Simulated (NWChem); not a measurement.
System: NbO, quartet; SMILES [O]=[Nb]

NWChem input:

```
start job
memory heap 200 mb stack 900 mb global 1100 mb
geometry units angstroms noautoz
  Nb     0.000000     0.000000    -0.257610
  O      0.000000     0.000000     1.415828
end
basis spherical
  Nb library def2-qzvp
  O library def2-qzvp
end
ecp
  Nb library def2-ecp
end
dft
  odft
  mult 4
  xc hfexch
  iterations 150
  mulliken
end
task dft gradient
```

NWChem printed, in part:

```
             Northwest Computational Chemistry Package (NWChem) 7.3.0
             --------------------------------------------------------

 ORDER OF PRIMARY AXIS IS BEING SET TO 4
 C4V symmetry detected

                             Geometry "geometry" -> ""
                             -------------------------

 Output coordinates in angstroms (scale by  1.889725989 to convert to a.u.)

  No.       Tag          Charge          X              Y              Z
 ---- ---------------- ---------- -------------- -------------- --------------
    1 Nb                  41.0000     0.00000000     0.00000000    -0.27321437
    2 O                    8.0000     0.00000000     0.00000000     1.40022363

 Effective nuclear repulsion energy (a.u.)     103.7206861993

      Symmetry information
      --------------------

 Group name             C4v
 Group number             18
 Group order               8
 No. of unique centers     2

 Summary of "ao basis" -> "ao basis" (spherical)
 ------------------------------------------------------------------------------
       Tag                 Description            Shells   Functions and Types
 ---------------- ------------------------------  ------  ---------------------
 Nb                        def2-qzvp                20       72   7s5p4d3f1g
 O                         def2-qzvp                17       57   7s4p3d2f1g

      Symmetry analysis of basis
      --------------------------

        a1         39
        a2          2
        b1         14
        b2         14
        e          60

            General Information
            -------------------
          SCF calculation type: DFT
          Wavefunction type:  spin polarized.
          No. of atoms     :     2
          No. of electrons :    21
           Alpha electrons :    12
            Beta electrons :     9
          Charge           :     0
          Spin multiplicity:     4
          Use of symmetry is: on ; symmetry adaption is: on
          Maximum number of iterations: 150
          AO basis - number of functions:   129
                     number of shells:    37
          Convergence on energy requested:  1.00D-06
          Convergence on density requested:  1.00D-05
          Convergence on gradient requested:  5.00D-04

              XC Information
              --------------
                     Hartree-Fock (Exact) Exchange  1.000

      Superposition of Atomic Density Guess
      -------------------------------------

 Sum of atomic energies:        -139.49365312

      Non-variational initial energy
      ------------------------------

 Total energy =    -130.713699
 1-e energy   =    -263.016818
 2-e energy   =      99.416072
 HOMO         =      -0.046233
 LUMO         =      -0.046233

 !!!!!!!!!!!!!!!!!!!!!!!!!!!!!!!!!!!!!!!!!!!!!!!!!!!!!!!!!!!!!!!!!!!!!!
 Warning - the HOMO and LUMO are degenerate and you are using symmetry.
 This can lead to non-variational energies and poor convergence.
 Modify the initial guess, or use an open-shell wavefunction, or turn
 off symmetry.
 !!!!!!!!!!!!!!!!!!!!!!!!!!!!!!!!!!!!!!!!!!!!!!!!!!!!!!!!!!!!!!!!!!!!!!

   Symmetry analysis of molecular orbitals - initial alpha
   -------------------------------------------------------

 !! scf_movecs_sym_adapt:   28 vectors were symmetry contaminated

  Symmetry fudging

 !! scf_movecs_sym_adapt:   28 vectors were symmetry contaminated

  Numbering of irreducible representations:

     1 a1          2 a2          3 b1          4 b2          5 e

  Orbital symmetries:

     1 a1          2 a1          3 a1          4 e           5 e
     6 a1          7 e           8 e           9 a1         10 a1
    11 b2         12 b1         13 e          14 e          15 a1
    16 e          17 e          18 a1         19 a1         20 e
    21 e          22 e

   Symmetry analysis of molecular orbitals - initial beta
   ------------------------------------------------------

 !! scf_movecs_sym_adapt:   28 vectors were symmetry contaminated

  Symmetry fudging

 !! scf_movecs_sym_adapt:   28 vectors were symmetry contaminated

  Numbering of irreducible representations:

     1 a1          2 a2          3 b1          4 b2          5 e

  Orbital symmetries:

     1 a1          2 a1          3 a1          4 e           5 e
     6 a1          7 e           8 e           9 a1         10 a1
    11 b2         12 b1         13 e          14 e          15 a1
    16 e          17 e          18 a1         19 a1         20 e
    21 e          22 e

     ---------------------------------------------
      Total Density - Mulliken Population Analysis
     ---------------------------------------------

    Atom       Charge   Shell Charges
 -----------   ------   -------------------------------------------------------
    1 Nb  13    11.79   0.02 -0.39  1.47  0.88  0.22  0.44  0.33  3.05  2.46  0.48  0.03  0.00  0.90  0.99  0.60  0.24  0.00  0.03  0.02  0.01
    2 O    8     9.21   1.08  0.01  0.68  0.21  0.50  1.06  0.38  1.42  1.84  1.62  0.39  0.00  0.01  0.02  0.00  0.00  0.00

     --------------------------------------------
      Spin Density - Mulliken Population Analysis
     --------------------------------------------

    Atom       Charge   Shell Charges
 -----------   ------   -------------------------------------------------------
    1 Nb  13     2.99   0.00 -0.01  0.03 -0.02  0.16  0.43  0.32  0.00  0.00  0.00  0.01  0.00  0.67  0.70  0.49  0.23  0.00  0.00  0.00  0.00
    2 O    8     0.01   0.00  0.00 -0.00 -0.00  0.00  0.01 -0.01  0.00  0.00 -0.00  0.01  0.00  0.00  0.01  0.00  0.00  0.00

 !! scf_movecs_sym_adapt:   28 vectors were symmetry contaminated

  Symmetry fudging

 !! scf_movecs_sym_adapt:   28 vectors were symmetry contaminated

 !! scf_movecs_sym_adapt:   22 vectors were symmetry contaminated

  Symmetry fudging

 !! scf_movecs_sym_adapt:   10 vectors were symmetry contaminated

   convergence    iter        energy       DeltaE   RMS-Dens  Diis-err
 ---------------- ----- ----------------- --------- --------- ---------
 d= 0,ls=0.0,diis     1   -131.0513387012 -1.64D+02  5.72D-03  5.06D-01
                                                     3.53D-03  3.95D-01

 !! scf_movecs_sym_adapt:   30 vectors were symmetry contaminated

  Symmetry fudging

 !! scf_movecs_sym_adapt:   30 vectors were symmetry contaminated

 !! scf_movecs_sym_adapt:   22 vectors were symmetry contaminated

  Symmetry fudging

 !! scf_movecs_sym_adapt:   14 vectors were symmetry contaminated

 d= 0,ls=0.0,diis     2   -130.7401647703  3.11D-01  3.05D-03  1.37D+00
                                                     2.25D-03  1.38D+00

 !! scf_movecs_sym_adapt:   18 vectors were symmetry contaminated

  Symmetry fudging

 !! scf_movecs_sym_adapt:   12 vectors were symmetry contaminated

 !! scf_movecs_sym_adapt:   22 vectors were symmetry contaminated

  Symmetry fudging

 !! scf_movecs_sym_adapt:    6 vectors were symmetry contaminated

 d= 0,ls=0.0,diis     3   -131.2707755056 -5.31D-01  6.86D-04  2.91D-03
                                                     2.24D-04  1.79D-03

 !! scf_movecs_sym_adapt:   14 vectors were symmetry contaminated

  Symmetry fudging

 !! scf_movecs_sym_adapt:    6 vectors were symmetry contaminated

 !! scf_movecs_sym_adapt:   12 vectors were symmetry contaminated

  Symmetry fudging

 !! scf_movecs_sym_adapt:    6 vectors were symmetry contaminated

 d= 0,ls=0.0,diis     4   -131.2742765079 -3.50D-03  2.83D-04  4.50D-04
                                                     1.31D-04  4.13D-04

 !! scf_movecs_sym_adapt:   10 vectors were symmetry contaminated

  Symmetry fudging

 !! scf_movecs_sym_adapt:    6 vectors were symmetry contaminated

 !! scf_movecs_sym_adapt:   14 vectors were symmetry contaminated

  Symmetry fudging

 !! scf_movecs_sym_adapt:    6 vectors were symmetry contaminated

 d= 0,ls=0.0,diis     5   -131.2752490208 -9.73D-04  2.17D-04  1.89D-04
                                                     1.16D-04  1.91D-04

 !! scf_movecs_sym_adapt:   14 vectors were symmetry contaminated

  Symmetry fudging

 !! scf_movecs_sym_adapt:    8 vectors were symmetry contaminated

 !! scf_movecs_sym_adapt:   16 vectors were symmetry contaminated

  Symmetry fudging

 !! scf_movecs_sym_adapt:    8 vectors were symmetry contaminated

  Resetting Diis
 d= 0,ls=0.0,diis     6   -131.2758712654 -6.22D-04  2.08D-04  7.39D-05
                                                     1.30D-04  1.36D-04

 !! scf_movecs_sym_adapt:   12 vectors were symmetry contaminated

  Symmetry fudging

 !! scf_movecs_sym_adapt:    8 vectors were symmetry contaminated

 !! scf_movecs_sym_adapt:   14 vectors were symmetry contaminated

  Symmetry fudging

 !! scf_movecs_sym_adapt:    6 vectors were symmetry contaminated

 d= 0,ls=0.0,diis     7   -131.2763057798 -4.35D-04  4.20D-05  2.09D-05
                                                     3.54D-05  6.48D-05

 !! scf_movecs_sym_adapt:   10 vectors were symmetry contaminated

  Symmetry fudging

 !! scf_movecs_sym_adapt:    6 vectors were symmetry contaminated

 !! scf_movecs_sym_adapt:   10 vectors were symmetry contaminated

  Symmetry fudging

 !! scf_movecs_sym_adapt:    6 vectors were symmetry contaminated

 d= 0,ls=0.0,diis     8   -131.2763692776 -6.35D-05  2.74D-05  5.10D-05
                                                     9.42D-06  7.89D-06

 !! scf_movecs_sym_adapt:   12 vectors were symmetry contaminated

  Symmetry fudging

 !! scf_movecs_sym_adapt:    6 vectors were symmetry contaminated

 !! scf_movecs_sym_adapt:   10 vectors were symmetry contaminated

  Symmetry fudging

 !! scf_movecs_sym_adapt:    6 vectors were symmetry contaminated

 d= 0,ls=0.0,diis     9   -131.2764028491 -3.36D-05  8.33D-05  9.02D-06
                                                     7.37D-05  3.46D-05

 !! scf_movecs_sym_adapt:    8 vectors were symmetry contaminated

  Symmetry fudging

 !! scf_movecs_sym_adapt:    8 vectors were symmetry contaminated

 !! scf_movecs_sym_adapt:    8 vectors were symmetry contaminated

  Symmetry fudging

 !! scf_movecs_sym_adapt:    8 vectors were symmetry contaminated

 d= 0,ls=0.0,diis    10   -131.2764988891 -9.60D-05  3.84D-05  4.23D-06
                                                     3.55D-05  5.16D-06

 !! scf_movecs_sym_adapt:   12 vectors were symmetry contaminated

  Symmetry fudging

 !! scf_movecs_sym_adapt:    4 vectors were symmetry contaminated

 !! scf_movecs_sym_adapt:   12 vectors were symmetry contaminated

  Symmetry fudging

 !! scf_movecs_sym_adapt:    8 vectors were symmetry contaminated

 d= 0,ls=0.0,diis    11   -131.2765199271 -2.10D-05  2.17D-05  8.89D-07
                                                     2.15D-05  1.32D-06

 !! scf_movecs_sym_adapt:    8 vectors were symmetry contaminated

  Symmetry fudging

 !! scf_movecs_sym_adapt:    8 vectors were symmetry contaminated

 !! scf_movecs_sym_adapt:    8 vectors were symmetry contaminated

  Symmetry fudging

 !! scf_movecs_sym_adapt:    6 vectors were symmetry contaminated

 d= 0,ls=0.0,diis    12   -131.2765248067 -4.88D-06  4.73D-06  1.59D-07
                                                     1.85D-06  7.81D-08

 !! scf_movecs_sym_adapt:    8 vectors were symmetry contaminated

  Symmetry fudging

 !! scf_movecs_sym_adapt:    8 vectors were symmetry contaminated

 !! scf_movecs_sym_adapt:    8 vectors were symmetry contaminated

  Symmetry fudging

 !! scf_movecs_sym_adapt:    6 vectors were symmetry contaminated

 d= 0,ls=0.0,diis    13   -131.2765251049 -2.98D-07  7.24D-06  8.12D-08
                                                     2.38D-06  3.03D-08

         Total DFT energy =     -131.276525104892
      One electron energy =     -265.260612773388
           Coulomb energy =      115.613325622724
    Exchange-Corr. energy =      -14.516284797892
 Nuclear repulsion energy =       32.887046843665

 Numeric. integr. density =        0.000000000000

                  Occupations of the irreducible representations
                  ----------------------------------------------

                     irrep           alpha         beta
                     --------     --------     --------
                     a1                6.0          5.0
                     a2                0.0          0.0
                     b1                1.0          0.0
                     b2                1.0          0.0
                     e                 4.0          4.0

                    DFT Final Alpha Molecular Orbital Analysis
                    ------------------------------------------

 Vector   10  Occ=1.000000D+00  E=-3.454569D-01  Symmetry=b2
              MO Center= -1.4D-15,  1.1D-15, -2.9D-01, r^2= 1.4D+00
   Bfn.  Coefficient  Atom+Function         Bfn.  Coefficient  Atom+Function
  ----- ------------  ---------------      ----- ------------  ---------------
    23      0.472881  1 Nb d -2              28      0.396911  1 Nb d -2
    33      0.274318  1 Nb d -2              38      0.070231  1 Nb d -2

 Vector   11  Occ=1.000000D+00  E=-3.454569D-01  Symmetry=b1
              MO Center= -1.5D-15,  1.4D-16, -2.9D-01, r^2= 1.4D+00
   Bfn.  Coefficient  Atom+Function         Bfn.  Coefficient  Atom+Function
  ----- ------------  ---------------      ----- ------------  ---------------
    27      0.472881  1 Nb d  2              32      0.396911  1 Nb d  2
    37      0.274318  1 Nb d  2              42      0.070231  1 Nb d  2

 Vector   12  Occ=1.000000D+00  E=-2.631732D-01  Symmetry=a1
              MO Center= -4.9D-15, -9.1D-15, -8.5D-01, r^2= 3.9D+00
   Bfn.  Coefficient  Atom+Function         Bfn.  Coefficient  Atom+Function
  ----- ------------  ---------------      ----- ------------  ---------------
     6      0.577796  1 Nb s                  5      0.366961  1 Nb s
     3     -0.349068  1 Nb s                  4     -0.344640  1 Nb s
    19     -0.247254  1 Nb pz                 7      0.227714  1 Nb s
     2      0.203624  1 Nb s                 79     -0.125365  2 O  s
    25     -0.099152  1 Nb d  0              30     -0.083745  1 Nb d  0

 Vector   13  Occ=0.000000D+00  E= 4.858757D-03  Symmetry=e
              MO Center= -2.7D-14,  1.1D-14, -8.7D-01, r^2= 1.0D+01
   Bfn.  Coefficient  Atom+Function         Bfn.  Coefficient  Atom+Function
  ----- ------------  ---------------      ----- ------------  ---------------
    20      0.558899  1 Nb px                21     -0.283084  1 Nb py
    17      0.280673  1 Nb px                41      0.207951  1 Nb d  1
    18     -0.142162  1 Nb py                11     -0.137077  1 Nb px
    39      0.105328  1 Nb d -1              26      0.098070  1 Nb d  1
    31      0.090757  1 Nb d  1              14      0.086713  1 Nb px

 Vector   14  Occ=0.000000D+00  E= 4.858757D-03  Symmetry=e
              MO Center= -5.5D-12, -1.1D-11, -8.7D-01, r^2= 1.0D+01
   Bfn.  Coefficient  Atom+Function         Bfn.  Coefficient  Atom+Function
  ----- ------------  ---------------      ----- ------------  ---------------
    21      0.558899  1 Nb py                20      0.283084  1 Nb px
    18      0.280673  1 Nb py                39     -0.207951  1 Nb d -1
    17      0.142162  1 Nb px                12     -0.137077  1 Nb py
    41      0.105328  1 Nb d  1              24     -0.098070  1 Nb d -1
    29     -0.090757  1 Nb d -1              15      0.086713  1 Nb py

[...]

                         DFT ENERGY GRADIENTS

    atom               coordinates                        gradient
                 x          y          z           x          y          z
   1 Nb      0.000000   0.000000  -0.516300    0.000000   0.000000  -0.011717
   2 O       0.000000   0.000000   2.646039    0.000000   0.000000   0.011717
```

Level: UHF/def2-QZVP with def2 effective core potentials on Nb. Coordinates come from a PBE0/def2-SVP, spin-unrestricted optimisation. No stability test was run on the SCF state. def2 effective core potentials on Nb; no spin-orbit coupling.
